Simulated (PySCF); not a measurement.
# [C4H11Si]-: core ionisation energies

C4H11Si (charge -1).
Bonds: C1–C2, C2–C3, C3–Si4, Si4–C5. Hydrogens: H6, H7, H8 on C1; H9, H10 on C2; H11, H12 on C3; H13 on Si4; H14, H15, H16 on C5.

Theory: PySCF 2.14.0, delta-SCF UKS SCAN, pcX-2 on the ionised atom, pcseg-1 elsewhere, spin-free X2C. Vertical ΔSCF values, vacuum level as zero.

What binding energy does each computed site have?

| atom(s) | bonded to | level | binding energy (eV) | 2p1/2 (eV) | above the level's lowest (eV) | count |
| --- | --- | --- | --- | --- | --- | --- |
| Si4 | 2 C and H | Si 1s | 1838.65 | – | 0.00 | 1 |
| C2 | 2 C and 2 H | C 1s | 286.04 | – | +1.43 | 1 |
| C1 | C and 3 H | C 1s | 285.92 | – | +1.31 | 1 |
| C5 | 3 H and Si | C 1s | 284.65 | – | +0.04 | 1 |
| C3 | C, 2 H and Si | C 1s | 284.61 | – | 0.00 | 1 |
| Si4 | 2 C and H | Si 2p3/2 | 98.91 | 99.54 | 0.00 | 1 |

Lowest listed C 1s: C3, bonded to C, 2 H and Si. Highest, 1.43 eV above it: C2, bonded to 2 C and 2 H. The widest gap between neighbouring values is 1.27 eV, between 284.65 and 285.92 eV. Summing the Pauling electronegativity differences to the bonded atoms, each weighted by its formal bond order, gives -1.35 for the lowest site and -0.70 for the highest; no listed site has a larger sum than the highest. The smallest sum, -1.70, belongs to C5, 0.04 eV above the lowest. The values 284.61 and 284.65 eV lie too close for their order to be trusted.

What is the longest wavelength that can ionise C 1s of C3 vertically?

λ = hc/E = 12398.42 eV Å / 284.61 eV = 43.563 Å.

Which effective nuclear charge Zeff reproduces each element's mean 1s value in the hydrogen-like formula E = 13.606 eV × Zeff²?

C (Z = 6): mean 285.3 eV, Zeff = 4.58, Z − Zeff = 1.42; Si (Z = 14): mean 1838.6 eV, Zeff = 11.62, Z − Zeff = 2.38. Means run over the listed sites, weighted by atom count.

Spin–orbit coupling isn't in the SCF: each 2p doublet comes from a relaxed spin-free hole plus a matrix of the shell (mean-field spin–orbit coupling and the ground-state 2p splitting), with 2p3/2 averaged over its two sublevels. 2p1/2 minus 2p3/2 (ligand field included): Si 0.63 eV. The species carries charge -1, so core ionisation leaves a neutral species. The basis sets have no added diffuse functions. One conformer (not necessarily the lowest) at the GFN2-xTB geometry, without solvent, vibrations or thermal averaging.

Shape of the structure used: `[CH3:1][CH2:2][CH2:3][SiH-:4][CH3:5]`: C1–C2–C3–Si4 -65°, C2–C3–Si4–C5 -74°.
